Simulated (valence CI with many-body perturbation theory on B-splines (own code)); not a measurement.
## E1 transitions of Ag XVII

Calculated by relativistic CI+MBPT: three valence electrons over a frozen Dirac-Fock core [Ar] 3d10, radial functions for each j: 11 s, 11 p, 10 d, 8 f, 5 g, 2 h, with the one-electron correlation potential Σ1, the two-electron term Σ2, the three-electron term Σ3, Breit, model QED; selected CI, second order for the rest, scaled by the run's own slope (own B-spline code, finite nucleus).

No measured levels were compared; by estimate levels hold to about 250 cm⁻¹ or 0.2 % of their energy and the worst to 1 %, as in measured heavy ions of charge 2 to 7; those with d or f electrons hold less well.

Lines 201 to 250 of 557 in falling wavelength, among levels below 1859600 cm⁻¹, chosen from the strongest by gf and those to the six lowest levels. Wavelengths and rates use the calculated energies, so an error of 1000 cm⁻¹ moves a line at 19.46 nm by 0.19 % and its rate by three times that or more. Electric multipoles are in the length gauge, E1 and E2 with the static RPA response of the core. Weak lines are less certain than strong ones. Lines between different terms over intervals too small for the method are left out, as are lines whose strength nearly cancels. Where a level lies close to another of its J and parity, the split of strength between their lines is uncertain. The highest levels of a list are the least certain.

Names give the largest LS component (configuration and term), which can be under half, so a name can repeat, a term be missing and a line seem to break the LS rules; names also repeat where a configuration has a term twice. Letters in brackets count levels of one name in rising energy.

```tsv
λ vac (nm)	Upper	Lower	A (s⁻¹)	S (a.u.) with core polarisation	S without
19.46	4p.4d2 4D°_7/2 [a]	4p2.4d 4F_9/2	7.94e+09	2.31e-01	2.52e-01
19.45	4s.4p.4d 4D°_7/2	4s.4p2 2D_5/2	8.39e+09	2.44e-01	2.65e-01
19.38	4p2.4d 4D_3/2	4p3 4S°_3/2 [b]	1.96e+10	2.82e-01	3.06e-01
19.33	4s.4p.4d 4F°_7/2	4s.4p2 4P_5/2	1.02e+10	2.92e-01	3.15e-01
19.32	4s.4p.4f 4F_9/2	4s.4p.4d 4F°_9/2	1.52e+10	5.43e-01	5.90e-01
19.30	4s.4d2 2F_7/2	4s.4p.4d 2F°_5/2 [b]	9.35e+09	2.65e-01	2.91e-01
19.28	4p2.4f 4G°_9/2	4p2.4d 2G_9/2	1.50e+10	5.32e-01	5.79e-01
19.27	4p.4d2 4D°_5/2 [a]	4p2.4d 4D_5/2	1.04e+10	2.20e-01	2.38e-01
19.24	4s.4p.4d 4F°_5/2	4s.4p2 4P_3/2	2.91e+09	6.13e-02	6.64e-02
19.20	4p.4d2 4G°_5/2 [b]	4p2.4d 2F_5/2 [a]	1.50e+10	3.15e-01	3.42e-01
19.20	4s.4d2 2F_7/2	4s.4p.4d 2F°_7/2 [b]	1.17e+10	3.26e-01	3.54e-01
19.15	4p.4d2 4F°_7/2 [a]	4p2.4d 4P_5/2	1.96e+10	5.44e-01	5.81e-01
19.08	4s.4p.4f 2D_3/2 [a]	4s.4p.4d 2D°_3/2 [b]	2.52e+10	3.46e-01	3.73e-01
19.06	4s.4p.4f 2G_7/2 [a]	4s.4p.4d 2F°_5/2 [a]	1.52e+10	4.16e-01	4.44e-01
19.04	4p.4d2 4D°_7/2 [a]	4p2.4d 4F_7/2	1.38e+10	3.76e-01	4.06e-01
19.04	4s.4d2 2P_3/2	4s.4p.4d 2D°_5/2 [b]	5.40e+10	7.35e-01	8.00e-01
19.02	4p.4d2 2P°_1/2 [a]	4p2.4d 2D_3/2 [a]	6.30e+10	4.28e-01	4.65e-01
19.01	4s.4p.4d 2F°_5/2 [a]	4s.4p2 2D_3/2	3.56e+10	7.23e-01	7.86e-01
19.01	4p.4d2 4D°_3/2	4p2.4d 4D_3/2	2.29e+10	3.10e-01	3.35e-01
19.00	4p2.4d 2G_7/2	4p3 2D°_5/2	1.27e+10	3.44e-01	3.71e-01
18.99	4p.4d2 4F°_9/2	4p2.4d 2G_9/2	9.03e+09	3.05e-01	3.31e-01
18.96	4s.4p.4f 4F_7/2 [a]	4s.4p.4d 4P°_5/2	9.31e+09	2.51e-01	2.66e-01
18.94	4p.4d2 4D°_7/2 [b]	4p2.4d 2G_9/2	1.59e+10	4.28e-01	4.64e-01
18.92	4p2.4d 2D_3/2 [a]	4p3 2P°_1/2	2.16e+10	2.89e-01	3.13e-01
18.91	4s.4d2 2S_1/2	4s.4p.4d 2P°_1/2 [b]	6.95e+10	4.64e-01	5.05e-01
18.91	4s.4p.4d 2D°_3/2 [a]	4s.4p2 2D_3/2	4.75e+10	6.33e-01	6.90e-01
18.90	4s.4d2 2P_1/2	4s.4p.4d 2P°_3/2 [b]	3.53e+10	2.35e-01	2.56e-01
18.88	4s.4d2 2P_1/2	4s.4p.4d 2D°_3/2 [b]	9.55e+10	6.35e-01	6.90e-01
18.86	4s.4d2 2P_3/2	4s.4p.4d 2P°_3/2 [b]	9.84e+10	1.30e+00	1.42e+00
18.82	4s.4p.4d 2P°_1/2 [a]	4s.4p2 2S_1/2	8.70e+10	5.73e-01	6.22e-01
18.80	4p.4d2 2D°_3/2	4p2.4d 2F_5/2 [a]	2.49e+10	3.27e-01	3.56e-01
18.78	4s.4p.4d 2D°_5/2 [a]	4s.4p2 2D_5/2	5.95e+10	1.17e+00	1.27e+00
18.76	4p.4d2 4D°_1/2	4p2.4d 4D_1/2	3.61e+10	2.35e-01	2.56e-01
18.74	4s.4p.4d 2P°_1/2 [b]	4s.4p2 2P_3/2	3.44e+10	2.24e-01	2.44e-01
18.74	4s.4p.4d 4P°_1/2	4s.4p2 2D_3/2	8.37e+08	5.44e-03	5.90e-03
18.73	4p2.4f 4F°_7/2	4p2.4d 2F_5/2 [b]	1.60e+10	4.14e-01	4.47e-01
18.73	4s.4p.4d 4P°_5/2	4s.4p2 4P_5/2	1.56e+10	3.04e-01	3.30e-01
18.72	4p.4d2 4D°_7/2 [b]	4p2.4d 4D_7/2	1.13e+10	2.92e-01	3.19e-01
18.71	4p.4d2 4D°_5/2 [c]	4p2.4d 2D_3/2 [b]	1.09e+10	2.11e-01	2.29e-01
18.68	4p.4d2 4S°_3/2	4p2.4d 2F_5/2 [b]	2.20e+10	2.83e-01	3.07e-01
18.64	4p3 2P°_3/2	4s.4p2 4P_1/2	3.02e+08	3.86e-03	4.25e-03
18.63	4s.4p.4d 4P°_3/2	4s.4p2 2D_3/2	1.15e+10	1.46e-01	1.59e-01
18.61	4p2.4f 2G°_7/2 [a]	4p2.4d 4F_5/2	9.04e+09	2.30e-01	2.42e-01
18.61	4p.4d2 4P°_5/2	4p2.4d 4D_7/2	1.99e+10	3.80e-01	4.13e-01
18.61	4s.4p.4d 4D°_5/2	4s.4p2 2D_3/2	6.96e+09	1.33e-01	1.44e-01
18.60	4s2.5d 2D_3/2	4s2.4f 2F°_5/2	1.48e+10	1.88e-01	1.78e-01
18.60	4s.4p.4f 2F_7/2 [a]	4s.4p.4d 2D°_5/2 [a]	1.10e+10	2.80e-01	2.99e-01
18.60	4p2.4d 2S_1/2	4p3 2P°_3/2	7.39e+10	4.69e-01	5.10e-01
18.55	4s.4d2 2S_1/2	4s.4p.4d 2P°_1/2 [a]	3.06e+10	1.93e-01	2.10e-01
18.51	4s.4p.4d 4D°_3/2	4s.4p2 4P_5/2	3.14e+09	3.93e-02	4.27e-02
```
